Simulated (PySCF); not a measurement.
Isomers of CH10N2OSi3.

All values: PBE0/pcSseg-1 (PySCF) at GFN2-xTB geometries, gas phase, one conformer each.

(1) Rank by HOMO energy, lowest first.
A. `[CH3:1][N:2]1[SiH2:3][SiH2:4][O:5][Si@@H:6]1[NH2:7]` with O5–Si6–N7–H 180° and 44°
B. `[CH2:1]=[N:2][NH:3][SiH2:4][SiH2:5][O:6][SiH3:7]` with C1–N2–N3–Si4 -177°, N2–N3–Si4–Si5 -7°, N3–Si4–Si5–O6 -179°
C. `[NH2:1][C:2](=[O:3])[SiH2:4][N:5]([SiH3:6])[SiH3:7]` with H–N1–C2–O3 180° and 0°, N1–C2–Si4–N5 178°, C2–Si4–N5–Si6 6°
D. `[O:1]=[CH:2][NH:3][SiH2:4][N:5]([SiH3:6])[SiH3:7]` with O1–C2–N3–Si4 0°, C2–N3–Si4–N5 -178°, N3–Si4–N5–Si6 -143°

(2) Rank by HOMO–LUMO gap, highest first.
A. `[NH2:1][C:2](=[O:3])[SiH2:4][N:5]([SiH3:6])[SiH3:7]` with H–N1–C2–O3 180° and 0°, N1–C2–Si4–N5 178°, C2–Si4–N5–Si6 6°
B. `[CH3:1][N:2]1[SiH2:3][SiH2:4][O:5][Si@@H:6]1[NH2:7]` with O5–Si6–N7–H 180° and 44°
C. `[CH2:1]=[N:2][NH:3][SiH2:4][SiH2:5][O:6][SiH3:7]` with C1–N2–N3–Si4 -177°, N2–N3–Si4–Si5 -7°, N3–Si4–Si5–O6 -179°
D. `[O:1]=[CH:2][NH:3][SiH2:4][N:5]([SiH3:6])[SiH3:7]` with O1–C2–N3–Si4 0°, C2–N3–Si4–N5 -178°, N3–Si4–N5–Si6 -143°

(3) Rank by the lowest IAO charge on any atom, highest value first.
A. `[CH3:1][N:2]1[SiH2:3][SiH2:4][O:5][Si@@H:6]1[NH2:7]` with O5–Si6–N7–H 180° and 44°
B. `[O:1]=[CH:2][NH:3][SiH2:4][N:5]([SiH3:6])[SiH3:7]` with O1–C2–N3–Si4 0°, C2–N3–Si4–N5 -178°, N3–Si4–N5–Si6 -143°
C. `[NH2:1][C:2](=[O:3])[SiH2:4][N:5]([SiH3:6])[SiH3:7]` with H–N1–C2–O3 180° and 0°, N1–C2–Si4–N5 178°, C2–Si4–N5–Si6 6°

## Answers

(1) D (-7.57 eV), C (-7.36 eV), A (-6.80 eV), B (-6.65 eV).

(2) D (7.41 eV), A (6.98 eV), B (6.44 eV), C (6.06 eV).

(3) A (-0.887 e), C (-1.029 e), B (-1.046 e).

All values together:

| SMILES | μ (D) | HOMO (eV) | LUMO (eV) | lowest IAO charge (e) | highest IAO charge (e) | lowest Hirshfeld charge (e) | highest Hirshfeld charge (e) |
| --- | --- | --- | --- | --- | --- | --- | --- |
| NC(=O)[SiH2]N([SiH3])[SiH3] | 4.29 | -7.36 | -0.38 | -1.029 (N) | +0.831 (Si) | -0.345 (N) | +0.352 (Si) |
| CN1[SiH2][SiH2]O[Si@@H]1N | 1.54 | -6.80 | -0.36 | -0.887 (O) | +1.321 (Si) | -0.323 (N) | +0.447 (Si) |
| O=CN[SiH2]N([SiH3])[SiH3] | 3.46 | -7.57 | -0.16 | -1.046 (N) | +1.004 (Si) | -0.351 (N) | +0.397 (Si) |
| C=NN[SiH2][SiH2]O[SiH3] | 1.77 | -6.65 | -0.59 | -0.900 (O) | +0.893 (Si) | -0.309 (O) | +0.391 (Si) |

Conformers: `[NH2:1][C:2](=[O:3])[SiH2:4][N:5]([SiH3:6])[SiH3:7]` with H–N1–C2–O3 180° and 0°, N1–C2–Si4–N5 178°, C2–Si4–N5–Si6 6°; `[CH3:1][N:2]1[SiH2:3][SiH2:4][O:5][Si@@H:6]1[NH2:7]` with O5–Si6–N7–H 180° and 44°; `[O:1]=[CH:2][NH:3][SiH2:4][N:5]([SiH3:6])[SiH3:7]` with O1–C2–N3–Si4 0°, C2–N3–Si4–N5 -178°, N3–Si4–N5–Si6 -143°; `[CH2:1]=[N:2][NH:3][SiH2:4][SiH2:5][O:6][SiH3:7]` with C1–N2–N3–Si4 -177°, N2–N3–Si4–Si5 -7°, N3–Si4–Si5–O6 -179°.
